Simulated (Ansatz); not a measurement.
In(F)2(GeH3) (F2GeH3In), SMILES [F][In]([F])[GeH3].

Geometry optimised at PBE0-D3(BJ)/def2-SVP. The structure was generated by enumeration; whether it is a known compound was not checked. The def2 effective core potentials stand for the cores of In; spin–orbit coupling is left out.

Two levels are set side by side: PBE/def2-SVPD (Ansatz, a quantum-chemistry and plane-wave program) and PBE0/def2-SVPD (Ansatz). Energy differences of separate SCF runs at the same geometry; the states with an electron removed or added have multiplicity 2 and 2. Differences are taken from unrounded values.

| quantity | PBE0 |
|---|---|
| vertical ionisation energy (eV) | 10.95 |
| vertical electron affinity (eV) | 0.51 |
| vertical singlet–triplet gap (eV) | 4.90 |

Task: What does PBE give, and how far is it from PBE0? (The exact figures need the calculation; the answer reports its results.)

Result: 
```
quantity                             PBE  PBE minus PBE0
---------------------------------  -----  --------------
vertical ionisation energy (eV)    10.56           -0.39
vertical electron affinity (eV)     0.64            0.14
vertical singlet–triplet gap (eV)   4.47           -0.42
```
